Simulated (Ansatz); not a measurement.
Geometry optimisation, DFT PBE, scalar-relativistic, plane waves, PAW in Ansatz.

Input:

```yaml
accuracy: low
crystal:
  lattice:
    - [6.42, 0.0, 0.0]
    - [-4.815, 8.339825, 0.0]
    - [0.0, 0.0, 5.21304]
  atoms:
    - { symbol: Mg, position: [0.0, 0.0, 0.0] }
    - { symbol: Mg, position: [0.1666667, 0.2222222, 0.5] }
    - { symbol: Mg, position: [0.0, 0.3333333, 0.0] }
    - { symbol: Mg, position: [0.1666667, 0.5555556, 0.5] }
    - { symbol: Mg, position: [0.0, 0.6666667, 0.0] }
    - { symbol: Mg, position: [0.1666667, 0.8888889, 0.5] }
    - { symbol: Mg, position: [0.5, 0.0, 0.0] }
    - { symbol: Mg, position: [0.6666667, 0.2222222, 0.5] }
    - { symbol: Mg, position: [0.5, 0.3333333, 0.0] }
    - { symbol: Mg, position: [0.6666667, 0.5555556, 0.5] }
    - { symbol: Mg, position: [0.5, 0.6666667, 0.0] }
    - { symbol: Mg, position: [0.6666667, 0.8888889, 0.5] }
    - { symbol: F, position: [0.8210427, 0.106874, 0.2515766] }
basis:
  ecutwfc: 420.0
kpoints:
  mp_grid: { grid: [2, 2, 2] }
hamiltonian:
  xc: pbe
scf:
  occupations: { method: fermi_dirac, width: 0.05 }
  lower_state_search: "off"
relax:
  f_tol: 0.08
  max_steps: 25
  adjacent_minimum: "off"
```

Run as:

```bash
$ ansatz run input.yaml --threads 1 --pin off --max-ram 3072MiB --backend cpu --events-out ev --progress --plain --runs-dir out
```

Where does it end, and by what steps?

The run converged. The threshold is loose, so the end isn't yet a minimum. The force dipped under the threshold on the way, but the program's further checks kept it going. Limits of this set-up: coarse k mesh, odd electron count without spin, low accuracy level. After 5 steps the energy has fallen by 0.164 eV; Mg2 moved furthest, 0.11 Å.

```json
{"step": "0", "energy less start (eV)": "0.0000", "largest force component (eV/Å)": "0.431", "accepted": "yes"}
{"step": "1", "energy less start (eV)": "-0.1498", "largest force component (eV/Å)": "0.105", "accepted": "yes"}
{"step": "2", "energy less start (eV)": "-0.1588", "largest force component (eV/Å)": "0.078", "accepted": "yes"}
{"step": "3", "energy less start (eV)": "-0.1612", "largest force component (eV/Å)": "0.054", "accepted": "yes"}
{"step": "4", "energy less start (eV)": "-0.1619", "largest force component (eV/Å)": "0.056", "accepted": "yes"}
{"step": "5", "energy less start (eV)": "-0.1638", "largest force component (eV/Å)": "0.068", "accepted": "yes"}
```

```xyz
13
Lattice="6.4200 0.0000 0.0000 -4.8150 8.3398 0.0000 0.0000 0.0000 5.2130" Properties=species:S:1:pos:R:3
Mg 0.068 0.005 -0.079
Mg 0.095 1.882 2.643
Mg -1.587 2.831 -0.070
Mg -1.604 4.679 2.574
Mg -3.213 5.564 -0.025
Mg -3.220 7.380 2.566
Mg 3.131 -0.025 -0.037
Mg 3.154 1.857 2.694
Mg 1.595 2.814 0.047
Mg 1.621 4.632 2.636
Mg 0.017 5.511 0.020
Mg -0.006 7.373 2.675
F 4.706 0.866 1.307
```

Time of the run: 20 s on 1 thread of Intel(R) Xeon(R) 6975P-C (Granite Rapids), with other jobs on the host, peak memory 0.55 GiB.
